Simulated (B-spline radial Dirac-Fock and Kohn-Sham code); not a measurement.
Tc²⁷⁺: eigenvalues, ΔSCF and the reference

System: technetium as Tc²⁷⁺, [Ne] 3s2 3p4.

The density-functional columns are spherical, spin-unpolarised Dirac-Kohn-Sham results without Breit or QED terms: −ε is minus the orbital energy of the initial state and ΔSCF the difference of two total energies. The reference in the last column comes from ΔSCF Dirac-Fock with Breit, self-energy and vacuum polarisation, finite nucleus, configuration average. All numbers are from an atomic code on a B-spline grid, in eV; a selection of levels is shown. For the 1s level of heavy atoms much of the gap between ΔSCF and the reference is the Breit and QED part, -59.3 eV here; for other levels the error of the functional can be larger.

| level | LDA −ε | LDA ΔSCF | Dirac-Fock |
| --- | --- | --- | --- |
| K | 22127.6 | 22439.0 | 22386.5 |
| L1 | 4231.7 | 4305.8 | 4341.0 |
| L2 | 4014.2 | 4101.6 | 4097.3 |
| M1 | 1555.5 | 1586.4 | 1591.8 |
| M2,3 | 1459.9 | 1491.8 | 1488.4 |

Values without a named source are computed, but for edge energies of neutral atoms, which are taken from tables.
